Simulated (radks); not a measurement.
Exchange energies: the exact (Fock) value of the Kohn-Sham orbitals and density-functional approximations, as 100 (|E| - |E exact|)/|E exact|, negative where the magnitude is too small. Species: He [He]; O4+ [He] 2s2; C4+ [He]; Se+ [Ar] 3d10 4s2 4p3; Yb+ [Xe] 4f14 6s1. All-electron calculation, non-relativistic Kohn-Sham, exchange-only PBE, spin-polarised, spherical densities, point nucleus. Program: a radial shooting solver on a logarithmic mesh with Libxc functionals. Every spin shell is full or empty, so the densities are truly spherical. Functionals are evaluated on that one density, not self-consistently.

functional,He,O4+,C4+,Se+,Yb+
exact (hartree),-1.00853,-5.94318,-3.51371,-85.1747,-275.641
LDA,-13.57,-12.69,-14.08,-5.59,-3.79
PBE,-0.68,-0.92,-1.76,-0.33,-0.08
PW91,-0.37,-0.60,-1.46,+0.10,+0.32
PW86,+1.27,+0.76,+0.03,+0.16,-0.05
OPTX,+0.46,-0.01,-0.38,+0.91,+2.00
WC,-2.83,-2.97,-3.76,-0.91,-0.39
AM05,-10.30,-10.02,-10.87,-5.12,-3.57
G96,+0.70,-0.11,-0.16,+0.40,+0.73
EV93,+5.54,+4.55,+4.12,+0.14,-0.19
TPSS,+0.74,+0.52,+0.15,0.00,-0.13
revTPSS,+0.65,+0.31,+0.13,-0.71,-0.65
SCAN,+0.75,-0.36,+0.17,+0.30,+0.29
TASK,+0.75,-2.98,+0.17,-2.43,-1.78
MVS,+0.82,-0.63,+0.18,+0.09,+0.25
